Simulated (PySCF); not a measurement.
ClF₂GeH₂N, SMILES [NH2][Ge]([F])([F])[Cl]. The structure is a stationary point at PBE0-D3(BJ)/def2-SVP. This is a generated structure with no PubChem entry under its InChIKey; it may be hypothetical. One conformer was computed; it need not be the lowest.

Problem. Give the equilibrium geometry at PBE0-D3(BJ)/def2-SVP (PySCF confirms it by a frequency run) as Cartesian coordinates in Å. (An estimate is asked for; the answer gives what the named calculation found.)

Solution. This is not unique; one that fits is 
```xyz
7

N      1.8350    -0.3591     0.3245
Ge     0.1400     0.1663     0.1418
F     -0.5837     0.3624     1.6854
F     -0.0592     1.7214    -0.5744
Cl    -0.9562    -1.2376    -1.0024
H      2.2324    -0.8449    -0.4734
H      2.4853     0.3209     0.7070
```
Charge 0, spin multiplicity 1.
